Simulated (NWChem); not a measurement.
Everything below was run with NWChem. System: C3F8, charge 1, spin multiplicity 2, at the geometry of a parent with another charge or spin, in a state set for the comparison that need not be this species' ground state. Its SCF solution wasn't tested for a lower state. Level: UMP2/def2-SVP, 11 core orbitals frozen.

Output (cleaned and shortened):

```
             Northwest Computational Chemistry Package (NWChem) 7.3.0
             --------------------------------------------------------

                                NWChem Input Module
                                -------------------

 Scaling coordinates for geometry "geometry" by  1.889725989
 (inverse scale =  0.529177249)

 Turning off AUTOSYM since
 SYMMETRY directive was detected!

                             Geometry "geometry" -> ""
                             -------------------------

 Output coordinates in angstroms (scale by  1.889725989 to convert to a.u.)

  No.       Tag          Charge          X              Y              Z
 ---- ---------------- ---------- -------------- -------------- --------------
    1 F                    9.0000    -1.16291200    -1.31355500     0.98772500
    2 C                    6.0000    -1.28656000    -0.23195800     0.23424600
    3 F                    9.0000    -1.53079900     0.81179000     1.01171300
    4 F                    9.0000    -2.30295100    -0.39858700    -0.59597800
    5 C                    6.0000     0.00000000     0.00000000    -0.59069100
    6 F                    9.0000    -0.19320700     1.07373000    -1.36272700
    7 F                    9.0000     0.19320700    -1.07373000    -1.36272700
    8 C                    6.0000     1.28656000     0.23195800     0.23424600
    9 F                    9.0000     1.53079900    -0.81179000     1.01171300
   10 F                    9.0000     2.30295100     0.39858700    -0.59597800
   11 F                    9.0000     1.16291200     1.31355500     0.98772500

 Effective nuclear repulsion energy (a.u.)     800.3121089434

            Nuclear Dipole moment (a.u.)
            ----------------------------
        X                 Y               Z
 ---------------- ---------------- ----------------
     0.0000000000     0.0000000000    -0.0000000000

      Symmetry information
      --------------------

 Group name             C2
 Group number              4
 Group order               2
 No. of unique centers     6

      Symmetry unique atoms

     1    2    3    4    5    6


 Summary of "ao basis" -> "" (spherical)
 ------------------------------------------------------------------------------
       Tag                 Description            Shells   Functions and Types
 ---------------- ------------------------------  ------  ---------------------
 *                          def2-svp                  on all atoms
[...]
Node 0 wrote    156.3 Mb in      0.1 s     Agg I/O rate:  1527.1 Mb/s
 Done moints_semi at       12.3s
  mp2_eaftype                   253  avail_ma_in_mb                   846
 EAF : mp2_eaftype filesize         253   33231797.
  mp2_eaf for kh                   253
 Done maket at       12.7s
 Semi-direct pass number   2 of   2  for UHF alpha       at       12.7s
  vrange nnbf                 10543
  mp2_eaftype                   253  avail_ma_in_mb                   846
 EAF : mp2_eaftype filesize         253   33231797.
  mp2_eaf for mointskh                    253
Node 0 wrote    156.3 Mb in      0.2 s     Agg I/O rate:   907.4 Mb/s
 Done moints_semi at       17.6s
  mp2_eaftype                   253  avail_ma_in_mb                   846
 EAF : mp2_eaftype filesize         253   33231797.
  mp2_eaf for kh                   253
 Done maket at       18.1s
 Done multipass loop at       18.1s

 GA uses MA = F    GA memory limited = T

 Available:
  local mem=  1.26D+08
 global mem=  1.44D+08
 local disk=  0.00D+00
  mp2_memr nvloc                   110
  nvloc new                   110
   1 passes of  33:        3145728                     140945                 130162292.
   1 passes of  33: M    126146898           G      144131768           F     123001170.
  mp2_memr nvloc                   110
  nvloc new                   110
   2 passes of  17:        3145728                      96065                  67072980.
   2 passes of  17: M    126146898           G      144131768           F     123001170.

 Semi-direct pass number   1 of   2  for UHF beta        at       18.1s
  vrange nnbf                 10543
  mp2_eaftype                   255  avail_ma_in_mb                  1099
 EAF : mp2_eaftype filesize         255   33536490.
  mp2_eaf for mointskh                    255
Node 0 wrote    157.7 Mb in      0.1 s     Agg I/O rate:  1563.0 Mb/s
 Done moints_semi at       22.8s
  mp2_eaftype                   255  avail_ma_in_mb                   844
 EAF : mp2_eaftype filesize         255   33536490.
  mp2_eaf for kh                   255
 Done maket at       23.3s
 Semi-direct pass number   2 of   2  for UHF beta        at       23.3s
  vrange nnbf                 10543
  mp2_eaftype                   255  avail_ma_in_mb                   844
 EAF : mp2_eaftype filesize         255   33536490.
  mp2_eaf for mointskh                    255
Node 0 wrote    148.4 Mb in      0.1 s     Agg I/O rate:  1330.3 Mb/s
 Done moints_semi at       28.0s
  mp2_eaftype                   255  avail_ma_in_mb                   844
 EAF : mp2_eaftype filesize         255   33536490.
  mp2_eaf for kh                   255
 Done maket at       28.5s
 Done multipass loop at       28.5s

          -------------------------------------------
          SCF energy                -907.852948227584
          Correlation energy          -1.890483955903
          Singlet pairs                0.000000000000
          Triplet pairs                0.000000000000
          Total MP2 energy          -909.743432183487
          -------------------------------------------

          ---------------------------------------------------
                    Spin Component Scaled (SCS) MP2
          Same spin pairs                     -0.535728360649
          Same spin scaling factor             0.333333333333
          Opposite spin pairs                 -1.354755595254
          Opposite spin scaling fact.          1.200000000000
          SCS-MP2 correlation energy          -1.804282834521
          Total SCS-MP2 energy              -909.657231062105
          ---------------------------------------------------

 -----------------------
 Performance information
 -----------------------

 Timer overhead =  9.99D-08 seconds/call

               Nr. of calls         CPU time (s)                 Wall time (s)                GFlops
             ---------------    -------------------     ------------------------------   -------------------
Name         Min   Avg   Max    Min     Avg     Max     Min     Avg     Max   Mx/calls   Min     Max     Sum
mp2: moin     4     4     4    19.     19.     19.      19.     19.     19.     4.8      0.0     0.0     0.0
mp2: make     4     4     4    1.9     1.9     1.9      1.9     1.9     1.9    0.48      0.0     0.0     0.0
mp2: tota     1     1     1    21.     21.     21.      21.     21.     21.     21.      0.0     0.0     0.0

 The average no. of pstat calls per process was 9.00D+00
 with a timing overhead of 8.99D-07s

 Task  times  cpu:       28.5s     wall:       28.5s

 Total times  cpu:       28.5s     wall:       28.5s
```

**Question.** Write an NWChem input that would produce this output.

**Answer.** Several could match; the one computed here: 
```
start mol
memory heap 200 mb stack 900 mb global 1100 mb
charge 1
geometry units angstroms nocenter noautoz
  F     -1.162912    -1.313555     0.987725
  C     -1.286560    -0.231958     0.234246
  F     -1.530799     0.811790     1.011713
  F     -2.302951    -0.398587    -0.595978
  C      0.000000     0.000000    -0.590691
  F     -0.193207     1.073730    -1.362727
  F      0.193207    -1.073730    -1.362727
  C      1.286560     0.231958     0.234246
  F      1.530799    -0.811790     1.011713
  F      2.302951     0.398587    -0.595978
  F      1.162912     1.313555     0.987725
  symmetry group C2
end
basis spherical
  * library def2-svp
end
scf
  uhf
  nopen 1
  maxiter 100
  thresh 1e-7
  semidirect memsize 60000000 filesize 0
  # guess.movecs holds the orbitals of an unrestricted PBE0 run
  vectors input guess.movecs output mol.movecs
end
mp2
  freeze core 11
end
task mp2 energy
```
